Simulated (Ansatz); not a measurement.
`[SiH3]C1=CO1`. Charge 0, multiplicity 1.

| atom | x (Å) | y (Å) | z (Å) |
| --- | --- | --- | --- |
| Si1 | -0.818 | -0.540 | 0.859 |
| C2 | 0.455 | 0.150 | -0.231 |
| C3 | 1.275 | 0.684 | -1.076 |
| O4 | 0.180 | 1.038 | -1.717 |
| H5 | -1.697 | 0.534 | 1.384 |
| H6 | -1.639 | -1.543 | 0.136 |
| H7 | -0.071 | -1.186 | 1.968 |
| H8 | 2.315 | 0.863 | -1.322 |

Problem. What are the harmonic wavenumbers in cm⁻¹ at PBE0-D4/def2-TZVP (Ansatz, finite differences of forces, unscaled)? (Best estimate.)

Solution. Ansatz gave: 91, 143, 158, 294, 606, 651, 674, 876, 913, 916, 950, 1090, 1297, 1826, 2236, 2237, 2242, 3232.

Problem. Is this a minimum?

Solution. Yes, all 18 modes are real.

Problem. Give the ideal-gas thermochemistry at 298.15 K and 1 bar (rigid rotor, harmonic oscillator; point group Cs, symmetry number 1).

Solution. Zero-point energy 122.2 kJ/mol; H(298) − E = 140.3 kJ/mol; entropy 317.0 J/(mol·K), of which translation 162.2, rotation 103.7, vibration 51.0; G(298) − E = 45.8 kJ/mol. Modes under 100 cm⁻¹ are hindered rotations or soft bends, so the harmonic entropy is rough.
